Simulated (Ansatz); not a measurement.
Relaxation of Cl₂H₅InSi (9 atoms, charge 0, multiplicity 1), to a largest force component of 0.03 eV/Å in at most 50 steps.

Method: RKS B3LYP-D4/def2-SVP in Ansatz 0.2.0.

```xyz
9
Properties=species:S:1:pos:R:3:forces:R:3
In -0.034 -0.939 -1.667 -1.09 -0.96 -2.40
H -1.739 0.868 0.080 -1.29 -0.07 -1.94
Cl -2.175 0.016 -2.430 0.05 -0.01 0.02
Cl -0.182 -1.600 1.294 0.00 0.04 0.02
H -1.394 0.926 0.692 0.86 0.32 2.09
Si 1.121 -0.120 0.533 1.47 0.70 2.21
H 0.559 0.980 -0.297 0.00 0.00 0.02
H 2.364 -0.708 -0.016 0.01 0.00 0.00
H 1.480 0.577 1.811 -0.02 -0.02 -0.02
```

**Question.** Where does it end, and by what steps?

**Answer.** The forces met the threshold. After 27 steps the energy has fallen by 1.532 eV; In1 moved furthest, 1.85 Å. Parted: In1–Si6.

| step | energy less start (eV) | largest force component (eV/Å) | accepted |
| --- | --- | --- | --- |
| 0 | 0.0000 | 2.398 | yes |
| 1 | -0.6365 | 1.090 | yes |
| 2 | -1.0131 | 0.752 | yes |
| 3 | -1.1746 | 0.426 | yes |
| 4 | -1.2531 | 0.344 | yes |
| 5 | -1.3001 | 0.217 | yes |
| 6 | -1.3306 | 0.059 | yes |
| 7 | -1.3397 | 0.171 | yes |
| 8 | -1.3463 | 0.205 | yes |
| 9 | -1.3580 | 0.194 | yes |
| 10 | -1.3703 | 0.231 | yes |
| 11 | -1.3867 | 0.241 | yes |
| 12 | -1.4070 | 0.268 | yes |
| 13 | -1.4230 | 0.277 | yes |
| 14 | -1.4362 | 0.258 | yes |
| 15 | -1.4458 | 0.276 | yes |
| 16 | -1.4536 | 0.218 | yes |
| 17 | -1.4603 | 0.126 | yes |
| 18 | -1.4645 | 0.064 | yes |
| 19 | -1.4685 | 0.069 | yes |
| 20 | -1.4693 | 0.264 | yes |
| 21 | -1.4761 | 0.219 | yes |
| 22 | -1.4916 | 0.186 | yes |
| 23 | -1.5106 | 0.231 | yes |
| 24 | -1.5163 | 0.343 | yes |
| 25 | -1.5277 | 0.190 | yes |
| 26 | -1.5317 | 0.056 | yes |
| 27 | -1.5325 | 0.014 | yes |

```xyz
9
Properties=species:S:1:pos:R:3
In -1.533 -1.992 -1.931
H -2.322 1.244 0.626
Cl -1.091 0.464 -1.805
Cl 0.998 -2.083 0.039
H -2.612 1.401 1.314
Si 1.530 -0.060 0.366
H 1.923 0.546 -0.924
H 2.703 -0.148 1.278
H 0.406 0.627 1.037
```

Whether the end is a true minimum wasn't checked by a vibrational analysis.

Time of the run: 96 s on 2 threads of Arm Neoverse V1 (shared host), peak memory 0.27 GiB.
